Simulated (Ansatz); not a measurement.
Input (CCSDT(Q)/aug-cc-pVQZ; Ansatz, a quantum-chemistry and plane-wave program):

Ansatz 0.2 input:
```yaml
crystal:
  periodic: [false, false, false]
  atoms:
    - {symbol: Br, position_ang: [0.00000000, 0.00000000, 0.00000000]}
basis:
  gaussian:
    orbitals: aug-cc-pVQZ
magnetization: {spin_polarized: true, initial_magnetization: 1}
correlation: {method: ccsdt_q, electrons: outside_noble_gas}
scf: {lower_state_search: full}
```

Output:

```
Functional definition: HF
integrals: 0.22 GiB planned
854 factors; integrals over basis functions are off by at most 3.3e-8 eV
mean field: 0.27 GiB planned
mean field evaluation 1: about -69999.6709 eV, gradient 5.3e0 eV
mean field evaluation 2: about -69999.6710 eV, gradient 5.3e0 eV
mean field evaluation 4: about -69999.8764 eV, gradient 6.0e-1 eV
mean field evaluation 8: about -69999.8785 eV, gradient 6.6e-4 eV
mean field evaluation 16: about -69999.8785 eV, gradient 4.7e-2 eV
mean field evaluation 32: about -69999.8744 eV, gradient 7.4e-1 eV
mean field evaluation 64: about -69999.8785 eV, gradient 3.0e-4 eV
mean field evaluation 96: about -69999.8785 eV, gradient 2.9e-4 eV
mean field -69999.87849882 eV, -2572.4480872097 hartree, gradient 2.7e-6 eV, S^2 0.759787; 6 other end points of the search recorded, 0 dependent functions left out
14 core orbitals not correlated
reference -69999.87849882 eV, -2572.4480872097 hartree; 4, 3 occupied and 75, 76 virtual orbitals, 854 factors
second order -4.09737231 eV of doubles, -0.00000000 eV of singles
coupled cluster: 1.22 GiB planned
cycle   1  -4.48785127 eV  change   -3.9e-1 eV  update   4.9e-2
cycle   2  -4.77113005 eV  change   -2.8e-1 eV  update   1.9e-2
cycle   3  -4.78850394 eV  change   -1.7e-2 eV  update   5.9e-3
cycle   4  -4.78284135 eV  change    5.7e-3 eV  update   2.0e-3
cycle   5  -4.78334977 eV  change   -5.1e-4 eV  update   7.4e-4
cycle   6  -4.78319644 eV  change    1.5e-4 eV  update   3.0e-4
cycle   7  -4.78314565 eV  change    5.1e-5 eV  update   1.2e-4
cycle   8  -4.78326225 eV  change   -1.2e-4 eV  update   5.0e-5
cycle   9  -4.78327486 eV  change   -1.3e-5 eV  update   1.4e-5
cycle  10  -4.78325493 eV  change    2.0e-5 eV  update   4.8e-6
cycle  11  -4.78325709 eV  change   -2.2e-6 eV  update   1.8e-6
cycle  12  -4.78325874 eV  change   -1.6e-6 eV  update   6.6e-7
cycle  13  -4.78325968 eV  change   -9.5e-7 eV  update   2.0e-7
cycle  14  -4.78325965 eV  change    3.1e-8 eV  update   6.8e-8
perturbative correction -0.00500035 eV, -0.0001837594 hartree
Total energy: -70004.66675882 eV, -2572.6240525191 hartree
```
